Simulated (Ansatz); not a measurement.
Results of the Gaussian-basis code of Ansatz.

Basis-set series for `[NH2][Sn][SH]`. Total charge 0; spin multiplicity 1. Sn takes the def2 core potential. All single points use the PBE0-D4/def2-TZVP geometry. It is one conformer, not always the lowest.

```xyz
6

N     0.959   -0.664    0.677
Sn   -0.800   -0.906   -0.264
S    -0.946    1.465   -0.836
H     1.455    0.208    0.778
H     1.455   -1.425    1.114
H    -2.122    1.323   -1.468
```

```json
{"functional": "PBE0-D4", "basis": "def2-TZVPP", "functions": "165", "energy (Eh)": "-668.95161", "HOMO (eV)": "-6.92", "LUMO (eV)": "-1.81"}
{"functional": "PBE0-D4", "basis": "def2-QZVPP", "functions": "299", "energy (Eh)": "-668.96936", "HOMO (eV)": "-6.96", "LUMO (eV)": "-1.87"}
{"functional": "ωB97M-V", "basis": "def2-TZVPP", "functions": "165", "energy (Eh)": "-669.05106", "HOMO (eV)": "-8.93", "LUMO (eV)": "-0.11"}
{"functional": "ωB97M-V", "basis": "def2-QZVPP", "functions": "299", "energy (Eh)": "-669.06824", "HOMO (eV)": "-8.97", "LUMO (eV)": "-0.20"}
```

Give the rows for def2-SVP. (An estimate is asked.)

The calculation gave: 
```tsv
functional	basis	functions	energy (Eh)	HOMO (eV)	LUMO (eV)
PBE0-D4	def2-SVP	73	-668.73141	-6.77	-1.62
ωB97M-V	def2-SVP	73	-668.82811	-8.73	0.17
```
